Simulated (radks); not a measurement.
The numbers below are computed, except where a source is named.
Pd, configuration [Kr] 4d10.

Code: a radial shooting solver on a logarithmic mesh with Libxc functionals. Model: Dirac Kohn-Sham, PBE, spin-unpolarised, spherical densities, point nucleus; speed of light set to 116.481 atomic units (0.85 times the physical value, a model run).

Energy parts (eV):
total: -138547.506
kinetic: 147440.965
electron-nucleus: -338383.242
Hartree: 56358.749
exchange-correlation: -3963.978

Orbitals (lengths in bohr, moments of r in powers of bohr; <r^-3> diverges for s and p1/2; r(max) is where P^2 peaks):
[
 {"orbital": "1s1/2", "occ.": "2", "eigenvalue (eV)": "-24452.68", "<r^-3>": "-", "r(max)": "0.02015", "<r^2>": "0.001334", "<1/r>": "49.45"},
 {"orbital": "2s1/2", "occ.": "2", "eigenvalue (eV)": "-3598.135", "<r^-3>": "-", "r(max)": "0.1150", "<r^2>": "0.02181", "<1/r>": "11.42"},
 {"orbital": "2p1/2", "occ.": "2", "eigenvalue (eV)": "-3335.446", "<r^-3>": "-", "r(max)": "0.08849", "<r^2>": "0.01626", "<1/r>": "11.39"},
 {"orbital": "2p3/2", "occ.": "4", "eigenvalue (eV)": "-3108.562", "<r^-3>": "3314", "r(max)": "0.09433", "<r^2>": "0.01811", "<1/r>": "10.47"},
 {"orbital": "3s1/2", "occ.": "2", "eigenvalue (eV)": "-650.0851", "<r^-3>": "-", "r(max)": "0.3374", "<r^2>": "0.1603", "<1/r>": "3.952"},
 {"orbital": "3p1/2", "occ.": "2", "eigenvalue (eV)": "-546.9799", "<r^-3>": "-", "r(max)": "0.3238", "<r^2>": "0.1560", "<1/r>": "3.851"},
 {"orbital": "3p3/2", "occ.": "4", "eigenvalue (eV)": "-507.3220", "<r^-3>": "591.2", "r(max)": "0.3376", "<r^2>": "0.1689", "<1/r>": "3.627"},
 {"orbital": "3d3/2", "occ.": "4", "eigenvalue (eV)": "-327.9837", "<r^-3>": "89.50", "r(max)": "0.2800", "<r^2>": "0.1506", "<1/r>": "3.454"},
 {"orbital": "3d5/2", "occ.": "6", "eigenvalue (eV)": "-320.3318", "<r^-3>": "82.59", "r(max)": "0.2839", "<r^2>": "0.1545", "<1/r>": "3.398"},
 {"orbital": "4s1/2", "occ.": "2", "eigenvalue (eV)": "-88.1297", "<r^-3>": "-", "r(max)": "0.8414", "<r^2>": "0.9917", "<1/r>": "1.488"},
 {"orbital": "4p1/2", "occ.": "2", "eigenvalue (eV)": "-56.3406", "<r^-3>": "-", "r(max)": "0.8826", "<r^2>": "1.169", "<1/r>": "1.360"},
 {"orbital": "4p3/2", "occ.": "4", "eigenvalue (eV)": "-50.0092", "<r^-3>": "94.08", "r(max)": "0.9178", "<r^2>": "1.277", "<1/r>": "1.289"},
 {"orbital": "4d3/2", "occ.": "4", "eigenvalue (eV)": "-4.4000", "<r^-3>": "7.308", "r(max)": "1.093", "<r^2>": "3.147", "<1/r>": "0.8929"},
 {"orbital": "4d5/2", "occ.": "6", "eigenvalue (eV)": "-3.8024", "<r^-3>": "6.515", "r(max)": "1.110", "<r^2>": "3.386", "<1/r>": "0.8682"}
]

The highest occupied level is 4d5/2 at -3.802 eV. The density falls to 0.001 e/bohr^3 at r = 4.10 bohr.
